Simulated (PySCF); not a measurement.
InHFCl, SMILES [F][InH][Cl]. Geometry: B3LYP-D3(BJ)/def2-TZVP. The def2 effective core potentials stand for the cores of In; spin–orbit coupling is left out.

Computed equilibrium geometry at B3LYP-D3(BJ)/def2-TZVP (PySCF confirms it by a frequency run) as bond lengths and angles, and its point group:
point group Cs.
Atoms: In1 H2 F3 Cl4. Bond lengths (Å): In1–H2 1.694, In1–F3 1.954, In1–Cl4 2.326. Bond angles (°): H2–In1–F3 121.6, H2–In1–Cl4 129.0, F3–In1–Cl4 109.4.
